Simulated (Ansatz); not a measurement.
Calculation: B3LYP-D3(BJ)/def2-TZVP run with Ansatz (a quantum-chemistry and plane-wave program). No frequencies were computed at this level.

Ansatz 0.2 input:
```yaml
crystal:
  periodic: [false, false, false]
  atoms:
    - { symbol: C, position_ang: [-1.00645, -0.026644, -0.01446] }
    - { symbol: Ga, position_ang: [1.017606, 0.025741, 0.014744] }
    - { symbol: F, position_ang: [1.987197, 1.485884, 0.000989] }
    - { symbol: F, position_ang: [2.054462, -1.387941, 0.053358] }
    - { symbol: H, position_ang: [-1.356914, 0.608774, -0.824805] }
    - { symbol: H, position_ang: [-1.315324, -1.057805, -0.164048] }
    - { symbol: H, position_ang: [-1.380576, 0.35199, 0.93422] }
basis:
  gaussian: { orbitals: def2-tzvp }
hamiltonian:
  xc: b3lyp
  dispersion: d3bj
relax:
  max_steps: 150
```

Output:

```
Functional definition: B3LYP
1027 factors; their error is unknown
mean field evaluation 1: about -58893.5509 eV, gradient 8.0e1 eV
mean field evaluation 2: about -58875.8141 eV, gradient 1.3e2 eV
mean field evaluation 4: about -58904.4587 eV, gradient 6.8e0 eV
mean field evaluation 8: about -58904.5581 eV, gradient 2.6e-1 eV
mean field evaluation 16: about -58904.7148 eV, gradient 8.5e-5 eV
mean field -58904.71481025 eV, -2164.7083422269 hartree, gradient 3.6e-5 eV, S^2 0.000000; 0 other end points of the search recorded, 0 dependent functions left out
reference -58904.71504293 eV, -2164.7083507778 hartree; 29, 29 occupied and 130, 130 virtual orbitals, 1027 factors
relax step   1: F+E_penalty+E_count = -58904.87616040 eV  Δ(F+E_penalty+E_count) = +0.000e0 eV  max|allowed force component| = 1.044e0 eV/Å  Δτ_max = 0.0000 Å  (28 SCF iters, accepted)
these checks for a lower state are left out or cut short: starts, cluster_reference, orbital_swaps, neighbouring_geometries, increment
1027 factors; their error is unknown
mean field -58904.74904817 eV, -2164.7096004472 hartree, gradient 1.8e-5 eV, S^2 0.000000; 0 other end points of the search recorded, 0 dependent functions left out
reference -58904.74928003 eV, -2164.7096089681 hartree; 29, 29 occupied and 130, 130 virtual orbitals, 1027 factors
relax step   2: F+E_penalty+E_count = -58904.91166637 eV  Δ(F+E_penalty+E_count) = -3.551e-2 eV  max|allowed force component| = 4.836e-1 eV/Å  Δτ_max = 0.0346 Å  (31 SCF iters, accepted)
these checks for a lower state are left out or cut short: starts, cluster_reference, orbital_swaps, neighbouring_geometries, increment
1027 factors; their error is unknown
mean field evaluation 32: about -58904.7541 eV, gradient 1.7e-5 eV
mean field -58904.75411436 eV, -2164.7097866265 hartree, gradient 1.7e-5 eV, S^2 0.000000; 0 other end points of the search recorded, 0 dependent functions left out
reference -58904.75434590 eV, -2164.7097951353 hartree; 29, 29 occupied and 130, 130 virtual orbitals, 1027 factors
relax step   3: F+E_penalty+E_count = -58904.91719979 eV  Δ(F+E_penalty+E_count) = -5.533e-3 eV  max|allowed force component| = 1.869e-2 eV/Å  Δτ_max = 0.0171 Å  (30 SCF iters, accepted)
these checks for a lower state are left out or cut short: starts, cluster_reference, orbital_swaps, neighbouring_geometries, increment
1027 factors; their error is unknown
mean field -58904.75428083 eV, -2164.7097927441 hartree, gradient 1.6e-5 eV, S^2 0.000000; 0 other end points of the search recorded, 0 dependent functions left out
reference -58904.75451241 eV, -2164.7098012545 hartree; 29, 29 occupied and 130, 130 virtual orbitals, 1027 factors
relax step   4: F+E_penalty+E_count = -58904.91728909 eV  Δ(F+E_penalty+E_count) = -8.930e-5 eV  max|allowed force component| = 7.031e-3 eV/Å  Δτ_max = 0.0040 Å  (32 SCF iters, accepted)
1027 factors; their error is unknown
mean field -58904.75428083 eV, -2164.7097927441 hartree, gradient 2.1e-5 eV, S^2 0.000000; 1 other end points of the search recorded, 0 dependent functions left out
reference -58904.75451241 eV, -2164.7098012545 hartree; 29, 29 occupied and 130, 130 virtual orbitals, 1027 factors
Total energy: -58904.91752067 eV, -2164.7157916974 hartree
Atom 0 at    -0.964227    -0.029234    -0.016765 Å, force     0.005296    -0.001854     0.001734 eV/Å
Atom 1 at     0.982877     0.021295     0.013358 Å, force    -0.003623    -0.007031    -0.006999 eV/Å
Atom 2 at     1.941978     1.494360     0.002897 Å, force     0.003010     0.002181     0.002023 eV/Å
Atom 3 at     2.023366    -1.394931     0.054620 Å, force     0.002937     0.002461     0.001896 eV/Å
Atom 4 at    -1.330820     0.606782    -0.820912 Å, force    -0.001919     0.004379    -0.003586 eV/Å
Atom 5 at    -1.307331    -1.050814    -0.162868 Å, force    -0.000960    -0.002787     0.000242 eV/Å
Atom 6 at    -1.345843     0.352541     0.929667 Å, force    -0.004741     0.002650     0.004690 eV/Å
Dipole moment:    -0.746906    -0.018148    -0.009735 e Å
```

Cost: around 40 core-seconds (rough).
